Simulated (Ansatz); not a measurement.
Consider the formal exchange of groups at the Sn–N bond: `C=[N][SnH]([CH3])[OH]` + `C=C(F)Br` → `[CH3][SnH]([OH])[Br]` + `C=NC(=C)F`.

Calculated with Ansatz (gas phase, PBE0-D4/def2-TZVP geometries, no zero-point term in ΔE). CCSD(T)/CBS adds triple-zeta CCSD(T) − MP2 to the extrapolated MP2 energy (def2 sets, frozen cores). Functionals use def2-TZVPP. def2 core potentials past Kr. For Br, Sn outer-core shells are correlated without core-valence functions, which leaves a few kJ/mol of doubt a bond. Scalar relativity is left out up to krypton. Each species was taken in one conformer, which may not be the lowest.

Problem. Is it downhill or uphill in electronic energy at CCSD(T)/CBS, and by how much? (Best estimate.)

Solution. Computed: Downhill: ΔE = -165.1 kJ/mol.

Problem. What do these levels give: PBE-D4, B2PLYP, r2SCAN, CCSD/def2-TZVPP, HF/CBS(def2), CCSD/CBS(def2)? (Best estimate.)

Solution. The calculation gave: PBE-D4 -164.7, B2PLYP -166.3, r2SCAN -174.7, CCSD/def2-TZVPP -161.6, HF/CBS(def2) -192.1, CCSD/CBS(def2) -168.7 kJ/mol.

Largest T1 diagnostic among the species: 0.014.

In def2-TZVPP, CCSD(T) changes the Hartree–Fock value by +34.4 kJ/mol (the triples alone add +3.5 kJ/mol) and MP2 by +35.9 kJ/mol. From PBE to PBE0 (25 % exact exchange), in def2-TZVPP and without D4, ΔE moves by −9.3 kJ/mol.
